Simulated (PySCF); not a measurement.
**Correlation energy of Sb³⁺ (antimony, charge +3)**

[Kr] 4d10 5s2, closed-shell 1S. Calculation: PySCF 2.14, in aug-cc-pVDZ-PP with ECP28MDF (5s4p3d, 32 functions); a scalar-relativistic core potential. Frozen: 4s2 4p6 4d10; 2 electrons correlated.

With two correlated electrons CCSD is exact within the correlated space (frozen core and kept virtual orbitals).

| level | correlation energy (mhartree) |
| --- | --- |
| CCSD | -33.54 |

Diagnostics: T1 = 0.0018, D1 = 0.0025, largest double amplitude 0.099.

Cost of the coupled-cluster step: roughly 0.04 core-seconds, for 2 correlated electrons.
